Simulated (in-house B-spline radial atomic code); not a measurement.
Computed with a B-spline radial atomic code. Model: two electrons, singlet ground state, non-relativistic, full CI in B-splines with partial waves to l = 8 (at full coupling up to 3e-4 hartree above the limit, correlation up to 0.6 % small), density held at that of full coupling by Lieb maximisation.

Along the adiabatic connection the electron repulsion is scaled by a coupling λ while a local potential keeps the density fixed. At λ = 0 the system is the Kohn-Sham one and W equals the exchange energy; the exchange-correlation energy is the area under W between 0 and 1. The kinetic energy rises with λ as the electrons avoid each other, with dT/dλ = −λ dW/dλ.

Command:
```bash
python run_ac.py task.json out
```
Settings (lengths in bohr, energies in hartree):
```
potential              ball
strength               1
lmax                   8
wall_radius            0.3
```

Time taken, with all properties: 5.5 s on 1 thread of Intel(R) Xeon(R) Processor @ 2.30GHz, on a shared host.

**W = mean repulsion less Hartree energy, and W of three functionals.**

Given: confinement empty hard sphere; hard wall radius 0.3 bohr; external potential zero inside.

Computed: LDA exchange minus exact 799.01 millihartree; SCAN exchange minus exact -51.117 millihartree.

| coupling | W xc (hartree) | W xc minus exchange (millihartree) | kinetic minus Kohn-Sham (millihartree) | LDA (PW92) W minus its exchange (millihartree) | PBE W minus its exchange (millihartree) | SCAN W minus its exchange (millihartree) |
| --- | --- | --- | --- | --- | --- | --- |
| 0 | -5.925 | 0 | 0 | 0 | 0 | 0 |
| 0.02 | -5.9272 | -2.209 | 0 | -16.43 | -4.03 | -1.97 |
| 0.05 | -5.9305 | -5.516 | 0.1 | -35.43 | -10 | -4.91 |
| 0.12 | ? | ? | ? | ? | ? | ? |
| 0.25 | -5.9523 | -27.34 | 3.4 | -128.64 | -47.94 | -24.09 |
| 0.4 | -5.9684 | -43.465 | 8.6 | -183.89 | -74.71 | -38.16 |
| 0.6 | -5.9896 | -64.646 | 19.2 | -248.12 | -108.65 | -56.54 |
| 0.8 | -6.0104 | -85.467 | 33.8 | -305.24 | -140.91 | -74.56 |
| 1 | -6.0309 | -105.94 | 52.2 | -357.24 | -171.75 | -92.24 |
| 1.4 | -6.0708 | -145.85 | 100.1 | -450.21 | -229.84 | -126.65 |
| 2 | -6.1282 | -203.25 | 197.5 | -570.44 | -309.69 | -176.16 |
| 3 | -6.2177 | -292.74 | 420.6 | -737.91 | -428.07 | -253.7 |
| 4.5 | -6.3389 | -413.95 | 873.3 | -941.36 | -580.77 | -360.06 |
| 7 | ? | ? | ? | ? | ? | ? |
| 10 | -6.6802 | -755.23 | 3283.4 | -1448.9 | -992.06 | -674.34 |

(1) What belongs in the row 0.12?

(2) What belongs in the row 7?

(3) What is the PBE exchange minus exact?

**Energy parts, natural occupations and partial-wave weights.**

Computed: total energy 115.5478 hartree; exchange energy -5.925 hartree; correlation energy -0.053723 hartree; kinetic part of the DFT correlation energy 0.052214 hartree; initial slope twice GL2 -0.11053 hartree; Hartree energy 11.85 hartree; Lieb Oxford ratio E_xc over LDA exchange 1.1664.

| natural | occupation of the shell (electrons) |
| --- | --- |
| s | 1.9993 |
| p | ? |
| d | 3.4584e-05 |
| s | 1.6213e-05 |
| f | 4.8755e-06 |
| p | 3.5905e-06 |

(4) What belongs in the row p?

| wave | weight |
| --- | --- |
| s | 0.99965 |
| p | 0.00033106 |
| d | ? |
| f | 2.5982e-06 |
| g | 6.0836e-07 |

(5) What belongs in the row d?

(6) What is the Kohn-Sham kinetic?

(7) What is the kinetic part over minus potential part?

Answers

(1) W xc (hartree): -5.9381; W xc minus exchange (millihartree): -13.197; kinetic minus Kohn-Sham (millihartree): 0.8; LDA (PW92) W minus its exchange (millihartree): -72.26; PBE W minus its exchange (millihartree): -23.62; SCAN W minus its exchange (millihartree): -11.69.

(2) W xc (hartree): -6.5115; W xc minus exchange (millihartree): -586.57; kinetic minus Kohn-Sham (millihartree): 1858.9; LDA (PW92) W minus its exchange (millihartree): -1205.5; PBE W minus its exchange (millihartree): -790.22; SCAN W minus its exchange (millihartree): -515.7.

(3) 252.12 millihartree.

(4) occupation of the shell (electrons): 0.00065834.

(5) weight: 1.7786e-05.

(6) 109.68 hartree.

(7) 0.49288.

Half-way to full coupling W has made 51 % of its drop, against 50 % for a straight line, and second-order (GL2) theory, half the initial slope, overshoots the correlation energy by about 3 %: correlation is weak here. Over couplings 0 to 1 the errors in E_xc come to about +647 millihartree for LDA, +216 millihartree for PBE, -44 millihartree for SCAN, so SCAN is nearest. In LDA and PBE and SCAN the errors of exchange and correlation have opposite signs, so the sum is smaller than the larger of the two.
